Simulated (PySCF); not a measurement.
## Stretching SbP⁺

Set-up: basis Sb def2-SVPD with ECP28, P def2-SVPD; scalar-relativistic core potentials; PySCF 2.14. Energies in eV from Sb⁺ + P in their ground configurations at the same level. All curves are PBE0. state 1: ²Π (doublet), unpaired electrons π ↑; state 2: ²Σ⁺ (doublet), unpaired electrons σ ↑, a second solution, started from another occupation; state 3: ⁴Π (quartet), unpaired electrons π ↑↑↑, a second solution, started from another occupation; state 4: Ms = 0.5 determinant of mixed spin (⟨S²⟩ near 1.8), unpaired electrons π ↑↑↓, a mixture of terms (⟨Lz²⟩ = 3.0), a second solution, started from another occupation.

| R (Å) | state 1 | state 2 | state 3 | state 4 |
| --- | --- | --- | --- | --- |
| 1.990 | -1.723 | -1.888 | 1.275 | 1.716 |
| 2.083 | -2.553 | -2.393 | -0.065 | 0.366 |
| 2.175 | -2.996 | -2.570 | -0.973 | -0.552 |
| 2.245 | -3.142 | -2.556 | -1.440 | -1.025 |
| 2.314 | -3.170 | -2.472 | -1.764 | -1.356 |
| 2.383 | -3.114 | -2.358 | -1.975 | -1.573 |
| 2.476 | -2.966 | -2.187 | -2.120 | -1.725 |
| 2.592 | -2.718 | -1.969 | -2.141 | -1.754 |
| 2.731 | -2.377 | -1.727 | -2.011 | -1.631 |
| 2.916 | -1.906 | -1.454 | -1.691 | -1.317 |

Question: Put a parabola through the three lowest points of the state 3 curve and estimate Re, k and ωe (reduced mass 24.66 u; 1 eV/Å² = 0.16022 mdyn/Å; ωe = 1302.8·√(k/μ) cm⁻¹).

Answer: Through R = 2.476, 2.592, 2.731 Å the second-order coefficient is 4.38 eV/Å², so Re ≈ 2.555 Å, k ≈ 1.40 mdyn/Å and ωe ≈ 311 cm⁻¹. A polynomial fit of higher order to the unrounded PBE0 energies gives Re = 2.549 Å, k = 1.67 mdyn/Å, ωe = 339 cm⁻¹; anharmonicity and rounding make the difference.

The higher-order fit for each curve: state 3: Re = 2.549 Å, ωe = 339 cm⁻¹, minimum 2.15 eV below the ground-state fragments; state 4: Re = 2.555 Å, ωe = 338 cm⁻¹, minimum 1.76 eV below the ground-state fragments. State 1 gave no clean fit. State 2 gave no clean fit.

⟨S²⟩ of the unrestricted solution departs from its pure value on part of the curve, where spin states mix. These are scalar-relativistic numbers at best; spin–orbit coupling would shift them, the dissociation energy most. For an ion De counts to the pair picked by the measured ionisation energies or electron affinities, which need not be the lowest pair at this level. The state is the lowest determinant that a PBE0 search found; another state may lie lower at other levels.
